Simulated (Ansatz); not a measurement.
Na₆P⁻. Total charge -1; singlet. Geometry PBE-D4/def2-SVPD; atoms count from 1.

```xyz
7

P    -0.436    0.463   -0.582
Na    1.891   -0.412    0.375
Na    4.723    0.546   -1.899
Na   -3.866   -1.398    2.964
Na    1.297    1.303   -2.404
Na   -1.650    1.153    1.668
Na   -1.958   -1.655   -0.122
```

The restricted singlet is unstable towards broken spin symmetry at other levels; at PBE0-D4/def2-TZVPD this wasn't settled. The geometry of the singlet was relaxed on an unsound state (restricted singlet, unstable towards broken spin symmetry at other levels and untested here). Another isomer (singlet) lies 0.31 eV lower at PBE0-D4/def2-TZVPD; other spin states weren't run for this one.

Estimate the Mulliken populations from the PBE0/def2-TZVPD orbitals of Ansatz.


```tsv
atom	charge (e)
P1	-1.16
Na2	0.27
Na3	-0.44
Na4	-0.42
Na5	0.22
Na6	0.26
Na7	0.26
```
Mulliken values and Mayer orders depend strongly on the basis. With diffuse functions, as here, like atoms can get unlike values, and bond orders can come out too low or too high.

And the Mayer bond orders between bonded heavy atoms (over 0.3)?

P1–Na2 0.68 (2.66 Å); P1–Na5 0.69 (2.65 Å); P1–Na6 0.65 (2.65 Å); P1–Na7 0.66 (2.65 Å); Na3–Na5 0.38 (3.54 Å); Na4–Na6 0.34 (3.62 Å); Na4–Na7 0.33 (3.64 Å).
